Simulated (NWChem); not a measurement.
# C2H2N2O; SMILES c1nnco1

```xyz
7

C      0.0000    -1.0460     0.2605
N      0.0000    -0.6881    -0.9758
N      0.0000     0.6881    -0.9758
C      0.0000     1.0460     0.2605
O      0.0000     0.0000     1.1056
H      0.0000    -2.0507     0.6770
H      0.0000     2.0507     0.6770
```
Atoms are numbered in this order, from 1.

All runs: NWChem. Pople sets run with spherical d functions. The geometry was optimised at PBE0/def2-SVP. GIAO values for the isolated, static molecule; σ is the absolute isotropic shielding, δ = σ(reference) − σ with the isolated reference molecule computed at the same levels (13C: tetramethylsilane, 1H: tetramethylsilane, 15N: ammonia, 17O: water).

```tsv
level	δ C1 (ppm)	δ N2 (ppm)	δ O5 (ppm)	δ H6 (ppm)
PBE/pcSseg-1	152.9	354.4	340.5	8.06
LDA (Slater exchange, VWN5)/pcSseg-1	158.3	369.9	354.4	8.06
Hartree-Fock/6-31G*	151.4	315.8	258.5	8.32
```
